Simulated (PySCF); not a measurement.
**Trend along the fourth-period p block: MSi anions**

MP2 with triple-zeta basis sets in PySCF, for the lowest determinant that a PBE0 search found; no spin–orbit coupling. De refers to high-spin ground-configuration atoms (the charge goes to the atom of lower measured ionisation energy or higher electron affinity, which is not always the lowest computed limit).

```csv
M,basis,"reference, frozen orbitals",charged atom,state (unpaired electrons),Re (Å),ωe (cm⁻¹),De (eV)
As,def2-TZVPPD,"RHF, 14",Si−,singlet (closed shell),2.121,529,n/a
Se,def2-TZVPPD,"UHF, 14",Se−,doublet (π ↑),2.169,488,4.23
Br,def2-TZVPPD,"UHF, 14",Br−,triplet (π ↑↑),2.434,283,1.70
```

The shortest bond is that of SiAs⁻ (2.121 Å), the longest that of SiBr⁻ (2.434 Å).

The state changes along the series, so neighbouring rows are not always alike in their bonding.

Correlated steps freeze 14 core orbitals. Spin–orbit coupling is left out. For an ion De counts to the pair picked by the measured ionisation energies or electron affinities, which need not be the lowest pair at this level. States were picked by a PBE0 search and need not be the measured ground states.
